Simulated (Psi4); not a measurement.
Input for Psi4: SAPT0/jun-cc-pV(D+d)Z on C2H8 (a complex), monomers drawn apart or pushed together.

```
memory 2025 MB

molecule dimer {
0 1
C     0.04221449   -0.11211833    0.06518686
H    -0.06439398   -1.09325900    0.52546081
H     0.07891513   -0.21940730   -1.01807791
H    -0.80741849    0.51078816    0.34105329
H     0.96164519    0.35402960    0.41628357
--
0 1
C    -0.07596256    0.20175105    5.20269142
H    -0.29221516    1.16516617    4.74343716
H    -0.82721751   -0.52317167    4.89275353
H     0.90815276   -0.13821632    4.88354051
H    -0.09250874    0.30268073    6.28705206
units angstrom
symmetry c1
no_reorient
no_com
}

set {
  basis jun-cc-pV(D+d)Z
  scf_type df
  freeze_core true
}

energy('sapt0')
```

The log:

```
[...]
==> Input File <==

--------------------------------------------------------------------------
memory 2025 MB

molecule dimer {
0 1
C     0.04221449   -0.11211833    0.06518686
H    -0.06439398   -1.09325900    0.52546081
H     0.07891513   -0.21940730   -1.01807791
H    -0.80741849    0.51078816    0.34105329
H     0.96164519    0.35402960    0.41628357
--
0 1
C    -0.07596256    0.20175105    5.20269142
H    -0.29221516    1.16516617    4.74343716
H    -0.82721751   -0.52317167    4.89275353
H     0.90815276   -0.13821632    4.88354051
H    -0.09250874    0.30268073    6.28705206
units angstrom
symmetry c1
no_reorient
no_com
}

set {
  basis jun-cc-pV(D+d)Z
  scf_type df
  freeze_core true
}

energy('sapt0')
--------------------------------------------------------------------------


   => Loading Basis Set <=

    Name: JUN-CC-PV(D+D)Z
    Role: ORBITAL
    Keyword: BASIS
    atoms 1, 6      entry C          line   188 file jun-cc-pv_dpd_z.gbs
    atoms 2-5, 7-10 entry H          line    60 file jun-cc-pv_dpd_z.gbs

   => Loading Basis Set <=

    Name: JUN-CC-PV(D+D)Z
    Role: ORBITAL
    Keyword: BASIS
    atoms 1, 6      entry C          line   188 file jun-cc-pv_dpd_z.gbs
    atoms 2-5, 7-10 entry H          line    60 file jun-cc-pv_dpd_z.gbs


  //>>>>>>>>>>>>>>>>>>>>>>>>>>>>>>>>>>>//
  //              Dimer HF             //
  //<<<<<<<<<<<<<<<<<<<<<<<<<<<<<<<<<<<//

   => Libint2 <=

    Primary   basis highest AM E, G, H:  7, 6, 3
    Auxiliary basis highest AM E, G, H:  7, 7, 4
    Onebody   basis highest AM E, G, H:  -, -, -
    Solid Harmonics ordering:            Gaussian


   => Loading Basis Set <=

    Name: JUN-CC-PV(D+D)Z
    Role: ORBITAL
    Keyword: BASIS
    atoms 1, 6      entry C          line   188 file jun-cc-pv_dpd_z.gbs
    atoms 2-5, 7-10 entry H          line    60 file jun-cc-pv_dpd_z.gbs


         ---------------------------------------------------------
                                   SCF
               by Justin Turney, Rob Parrish, Andy Simmonett
                          and Daniel G. A. Smith
                              RHF Reference
                        1 Threads,   1931 MiB Core
         ---------------------------------------------------------

  ==> Geometry <==

    Molecular point group: c1
    Full point group: C1

    Geometry (in Angstrom), charge = 0, multiplicity = 1:

       Center              X                  Y                   Z               Mass
    ------------   -----------------  -----------------  -----------------  -----------------
         C            0.042214490000    -0.112118330000     0.065186860000    12.000000000000
         H           -0.064393980000    -1.093259000000     0.525460810000     1.007825032230
         H            0.078915130000    -0.219407300000    -1.018077910000     1.007825032230
         H           -0.807418490000     0.510788160000     0.341053290000     1.007825032230
         H            0.961645190000     0.354029600000     0.416283570000     1.007825032230
         C           -0.075962560000     0.201751050000     5.202691420000    12.000000000000
         H           -0.292215160000     1.165166170000     4.743437160000     1.007825032230
         H           -0.827217510000    -0.523171670000     4.892753530000     1.007825032230
         H            0.908152760000    -0.138216320000     4.883540510000     1.007825032230
         H           -0.092508740000     0.302680730000     6.287052060000     1.007825032230

  Running in c1 symmetry.

  Rotational constants: A =      2.55102  B =      0.03822  C =      0.03820 [cm^-1]
  Rotational constants: A =  76477.53166  B =   1145.78812  C =   1145.16695 [MHz]
  Nuclear repulsion =   37.136654131986560

  Charge       = 0
  Multiplicity = 1
  Electrons    = 20
  Nalpha       = 10
  Nbeta        = 10

  ==> Algorithm <==

  SCF Algorithm Type is DF.
  DIIS enabled.
  MOM disabled.
  Fractional occupation disabled.
  Guess Type is SAD.
  Energy threshold   = 1.00e-08
  Density threshold  = 1.00e-08
  Integral threshold = 1.00e-12

  ==> Primary Basis <==

  Basis Set: JUN-CC-PV(D+D)Z
    Blend: JUN-CC-PV(D+D)Z
    Number of shells: 40
    Number of basis functions: 76
    Number of Cartesian functions: 78
    Spherical Harmonics?: true
    Max angular momentum: 2

   => Loading Basis Set <=

    Name: (JUN-CC-PV(D+D)Z AUX)
    Role: JKFIT
    Keyword: DF_BASIS_SCF
    atoms 1, 6      entry C          line   146 file jun-cc-pvdz-jkfit.gbs
    atoms 2-5, 7-10 entry H          line    70 file jun-cc-pvdz-jkfit.gbs

  ==> Integral Setup <==

  DFHelper Memory: AOs need 0.015 GiB; user supplied 1.414 GiB.
  SCF_SUBTYPE=INCORE selected. In-core MEM_DF algorithm will be used.
  Using in-core AOs.

  ==> MemDFJK: Density-Fitted J/K Matrices <==

    J tasked:                   Yes
    K tasked:                   Yes
    wK tasked:                   No
    OpenMP threads:               1
    Algorithm:                 Core
    Schwarz Cutoff:          
[...]
908
      39A      1.614034    40A      1.614163    41A      1.685782
      42A      1.685830    43A      1.686614    44A      1.775992
      45A      1.875701    46A      1.935064    47A      1.935088
      48A      1.937184    49A      1.960618    50A      1.960976
      51A      1.967631    52A      2.038014    53A      2.038060
      54A      2.038807    55A      2.213697    56A      2.213905
      57A      2.226049    58A      2.398914    59A      2.398930
      60A      2.401197    61A      2.544459    62A      2.544638
      63A      2.737843    64A      2.738101    65A      2.748450
      66A      2.796876    67A      2.797051    68A      2.802893
      69A      2.821822    70A      3.006548    71A      3.006817
      72A      3.548639    73A      5.043649    74A      5.043883
      75A      5.046517    76A     18.434826

    Final Occupation by Irrep:
              A
    DOCC [     5 ]
    NA   [     5 ]
    NB   [     5 ]

  @DF-RHF Final Energy:   -40.19904363958817

   => Energetics <=

    Nuclear Repulsion Energy =             13.4472470789323300
    One-Electron Energy =                 -79.7113201417743511
    Two-Electron Energy =                  26.0650294232538471
    Total Energy =                        -40.1990436395881687

Computation Completed


Properties will be evaluated at   0.000000,   0.000000,   0.000000 [a0]

Properties computed using the SCF density matrix


 Multipole Moments:

 ------------------------------------------------------------------------------------
     Multipole            Electronic (a.u.)      Nuclear  (a.u.)        Total (a.u.)
 ------------------------------------------------------------------------------------

 L = 1.  Multiply by 2.5417464519 to convert [e a0] to [Debye]
 Dipole X            :          1.4353936           -1.4353680            0.0000256
 Dipole Y            :         -3.8115079            3.8115119            0.0000040
 Dipole Z            :        -98.3098084           98.3090933           -0.0007151
 Magnitude           :                                                    0.0007155

 ------------------------------------------------------------------------------------

  Constructing Basis Sets for SAPT...

   => Loading Basis Set <=

    Name: (JUN-CC-PV(D+D)Z AUX)
    Role: RIFIT
    Keyword: DF_BASIS_SAPT
    atoms 1, 6      entry C          line   100 file jun-cc-pvdz-ri.gbs
    atoms 2-5, 7-10 entry H          line    30 file jun-cc-pvdz-ri.gbs

   => Loading Basis Set <=

    Name: (JUN-CC-PV(D+D)Z AUX)
    Role: JKFIT
    Keyword: DF_BASIS_ELST
    atoms 1, 6      entry C          line   146 file jun-cc-pvdz-jkfit.gbs
    atoms 2-5, 7-10 entry H          line    70 file jun-cc-pvdz-jkfit.gbs


  //>>>>>>>>>>>>>>>>>>>>>>>>>>>>>>>>>>>//
  //               SAPT0               //
  //<<<<<<<<<<<<<<<<<<<<<<<<<<<<<<<<<<<//



        SAPT0
    Ed Hohenstein
     6 June 2009

      Orbital Information
  --------------------------
    NSO        =        76
    NMO        =        76
    NRI        =       242
    NRI (Elst) =       342
    NOCC A     =         5
    NOCC B     =         5
    FOCC A     =         1
    FOCC B     =         1
    NVIR A     =        71
    NVIR B     =        71

    Elst10,r            =     0.000002469144 [Eh]
    Exch10              =     0.000004933902 [Eh]
    Exch10 (S^2)        =     0.000004933886 [Eh]

    Maxiter = 50
    CPHF R converge = 1.000000E-08

    Iter     Energy [mEh]          dE [mEh]         Residual      Time [s]
       1      -0.00012630       0.000126297     3.836798e-05             0
       2      -0.00014098       0.000014682     7.975579e-06             0
       3      -0.00014196       0.000000980     2.111819e-06             0
       4      -0.00014172      -0.000000237     4.580173e-07             0
       5      -0.00014164      -0.000000077     7.101056e-08             0
       6      -0.00014166       0.000000014     9.105646e-09             0

    CHF Iterations converged

    Maxiter = 50
    CPHF R converge = 1.000000E-08

    Iter     Energy [mEh]          dE [mEh]         Residual      Time [s]
       1      -0.00012600       0.000126001     3.833646e-05             0
       2      -0.00014065       0.000014650     7.974621e-06             0
       3      -0.00014163       0.000000979     2.111893e-06             0
       4      -0.00014139      -0.000000237     4.579767e-07             0
       5      -0.00014132      -0.000000077     7.100384e-08             0
       6      -0.00014133       0.000000014     9.100477e-09             0

    CHF Iterations converged

    Ind20,r (A<-B)      =    -0.000000141659 [Eh]
    Ind20,r (B<-A)      =    -0.000000141330 [Eh]
    Ind20,r             =    -0.000000282989 [Eh]
    Exch-Ind20,r (A<-B) =     0.000000085546 [Eh]
    Exch-Ind20,r (B<-A) =     0.000000085251 [Eh]
    Exch-Ind20,r        =     0.000000170797 [Eh]
    Disp20              =    -0.000108879030 [Eh]
    Disp20 (SS)         =    -0.000054439515 [Eh]
    Disp20 (OS)         =    -0.000054439515 [Eh]
    Exch-Disp20         =     0.000000406264 [Eh]
    Exch-Disp20 (SS)    =     0.000000254499 [Eh]
    Exch-Disp20 (OS)    =     0.000000151765 [Eh]

    SAPT Results
  --------------------------------------------------------------------------------------------------------
    Electrostatics                  0.00246914 [mEh]       0.00154941 [kcal/mol]       0.00648274 [kJ/mol]
      Elst10,r                      0.00246914 [mEh]       0.00154941 [kcal/mol]       0.00648274 [kJ/mol]

    Exchange                        0.00493390 [mEh]       0.00309607 [kcal/mol]       0.01295396 [kJ/mol]
      Exch10                        0.00493390 [mEh]       0.00309607 [kcal/mol]       0.01295396 [kJ/mol]
      Exch10(S^2)                   0.00493389 [mEh]       0.00309606 [kcal/mol]       0.01295392 [kJ/mol]

    Induction                      -0.00023755 [mEh]      -0.00014907 [kcal/mol]      -0.00062370 [kJ/mol]
      Ind20,r                      -0.00028299 [mEh]      -0.00017758 [kcal/mol]      -0.00074299 [kJ/mol]
      Exch-Ind20,r                  0.00017080 [mEh]       0.00010718 [kcal/mol]       0.00044843 [kJ/mol]
      delta HF,r (2)               -0.00012536 [mEh]      -0.00007867 [kcal/mol]      -0.00032914 [kJ/mol]

    Dispersion                     -0.10847277 [mEh]      -0.06806769 [kcal/mol]      -0.28479521 [kJ/mol]
      Disp20                       -0.10887903 [mEh]      -0.06832262 [kcal/mol]      -0.28586185 [kJ/mol]
      Exch-Disp20                   0.00040626 [mEh]       0.00025493 [kcal/mol]       0.00106665 [kJ/mol]
      Disp20 (SS)                  -0.05443951 [mEh]      -0.03416131 [kcal/mol]      -0.14293093 [kJ/mol]
      Disp20 (OS)                  -0.05443951 [mEh]      -0.03416131 [kcal/mol]      -0.14293093 [kJ/mol]
      Exch-Disp20 (SS)              0.00025450 [mEh]       0.00015970 [kcal/mol]       0.00066819 [kJ/mol]
      Exch-Disp20 (OS)              0.00015176 [mEh]       0.00009523 [kcal/mol]       0.00039846 [kJ/mol]

  Total HF                          0.00716549 [mEh]       0.00449641 [kcal/mol]       0.01881300 [kJ/mol]
  Total SAPT0                      -0.10130727 [mEh]      -0.06357127 [kcal/mol]      -0.26598221 [kJ/mol]

  Special recipe for scaled SAPT0 (see Manual):
    Electrostatics sSAPT0           0.00246914 [mEh]       0.00154941 [kcal/mol]       0.00648274 [kJ/mol]
    Exchange sSAPT0                 0.00493390 [mEh]       0.00309607 [kcal/mol]       0.01295396 [kJ/mol]
    Induction sSAPT0               -0.00023755 [mEh]      -0.00014907 [kcal/mol]      -0.00062370 [kJ/mol]
    Dispersion sSAPT0              -0.10847277 [mEh]      -0.06806769 [kcal/mol]      -0.28479521 [kJ/mol]
  Total sSAPT0                     -0.10130727 [mEh]      -0.06357127 [kcal/mol]      -0.26598221 [kJ/mol]
  --------------------------------------------------------------------------------------------------------



*** Psi4 exiting successfully. Buy a developer a beer!
```

The run finished.

Cost: about 3 core-seconds (a rough figure).
